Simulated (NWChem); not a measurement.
Molecule: GeSiH5OCl; SMILES Cl[Si@@H](O)[GeH3]

```xyz
9

O     -1.9255     1.0883    -0.3144
Si    -0.4973     0.7074     0.4376
Cl     1.0358     1.9566    -0.2128
Ge     0.1993    -1.5164    -0.0508
H     -1.9757     0.9459    -1.2647
H     -0.7252     0.9755     1.8792
H     -0.8359    -2.5406     0.4499
H      1.5595    -1.8216     0.5977
H      0.3351    -1.6740    -1.5774
```
Atoms are numbered in this order, from 1.

All runs: NWChem. The geometry was optimised at PBE0/def2-SVP. Vzz is the largest principal value of the second derivative of the potential at the nucleus (NWChem prints the opposite sign); η is the asymmetry. Non-relativistic.

Predict the results for PBE/def2-SVP. Quantities: Vzz O1 (a.u.); η O1; Vzz Cl3 (a.u.); η Cl3; Vzz Ge4 (a.u.); η Ge4.


```
Quantity        Result
--------------  ------
Vzz O1 (a.u.)    1.363
η O1              0.58
Vzz Cl3 (a.u.)   1.884
η Cl3             0.10
Vzz Ge4 (a.u.)  -0.190
η Ge4             0.26
```
